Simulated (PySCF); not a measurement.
## Level sweep

C₂H₃N₃Si.
Numbering: `[N:1]#[C:2][SiH:3]([NH2:4])[C:5]#[N:6]` (hydrogens: H7 on Si3; H8, H9 on N4)

PySCF, dipoles from the SCF density, polarisabilities from static response with core orbitals frozen. One conformer (not necessarily the lowest) at the PBE0-D3(BJ)/def2-SVP geometry, without solvent, vibrations or thermal averaging.

Task: Compare the levels for these properties.

Result: 

```tsv
level	μ (D)	α (Å³)	anisotropy (Å³)
CAM-B3LYP/def2-SVPD	4.875	9.08	2.80
wB97X-D/def2-SVPD	4.862	9.15	2.84
LC-wPBE/def2-SVPD	4.881	8.89	2.71
PBE0/6-31G*	4.801	7.41	2.89
PBE0/def2-SVP	4.784	7.52	2.61
PBE0/6-31+G*	4.873	8.59	3.25
PBE0/aug-cc-pVDZ	4.837	9.40	3.08
PBE0/def2-TZVP	4.853	8.71	3.07
PBE0/def2-TZVPD	4.819	9.38	3.04
```

The anisotropy is √(½[(α1 − α2)² + (α2 − α3)² + (α3 − α1)²]). The dipole runs from 4.78 D (PBE0/def2-SVP) to 4.88 D (LC-wPBE/def2-SVPD). No reference polarisability is at hand; against PBE0 in the largest diffuse basis at hand (def2-TZVPD) the other PBE0 rows deviate by 6-31G* -21%, def2-SVP -20%, 6-31+G* -8%, aug-cc-pVDZ 0%, def2-TZVP -7%. With PBE0 the polarisability is 7.88 Å³ without diffuse functions (mean of 6-31G*, def2-SVP and def2-TZVP) and 9.12 Å³ with them (mean of 6-31+G*, aug-cc-pVDZ and def2-TZVPD).
